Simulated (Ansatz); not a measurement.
One change: `C[SiH2]N[SiH2]O` becomes `C[SiH2]N`.

Ansatz, PBE0-D4/def2-TZVP geometries, multiplicity 1. Each molecule was computed in one conformer, which needn't be the lowest.

```tsv
property	`C[SiH2]N[SiH2]O`
HOMO–LUMO gap (B3LYP/def2-TZVPP) / eV	7.48
size of the dipole moment (B3LYP/def2-TZVPP) / D	1.95
HOMO–LUMO gap (ωB97M-V/def2-TZVPP) / eV	11.74
HOMO energy (ωB97M-V/def2-TZVPP) / eV	-9.92
zero-point energy (PBE0-D4/def2-TZVP) / kJ/mol	268.3
HOMO energy (PBE/def2-TZVPP) / eV	-6.26
```

What does the change do to each property? (An estimate is asked.)

The calculation gave: 
| property | `C[SiH2]N` | shift |
| --- | --- | --- |
| HOMO–LUMO gap (B3LYP/def2-TZVPP) / eV | 7.34 | -0.14 |
| size of the dipole moment (B3LYP/def2-TZVPP) / D | 1.49 | -0.46 |
| HOMO–LUMO gap (ωB97M-V/def2-TZVPP) / eV | 11.69 | -0.05 |
| HOMO energy (ωB97M-V/def2-TZVPP) / eV | -9.55 | 0.37 |
| zero-point energy (PBE0-D4/def2-TZVP) / kJ/mol | 207.8 | -60.5 |
| HOMO energy (PBE/def2-TZVPP) / eV | -5.79 | 0.47 |

With PBE0 the HOMO rises by 0.42 eV and the LUMO rises by 0.32 eV, so the gap narrows by about 0.10 eV. PBE moves the HOMO by 0.47 eV and ωB97M-V by 0.37 eV. The zero-point energy changes by -60.5 kJ/mol with -12 modes. Dipoles are sizes alone; their direction can turn.

Positive LUMOs are unbound, so they and the gaps depend on the basis.

B3LYP here is the variant with VWN-RPA as its local correlation; programs differ in this.
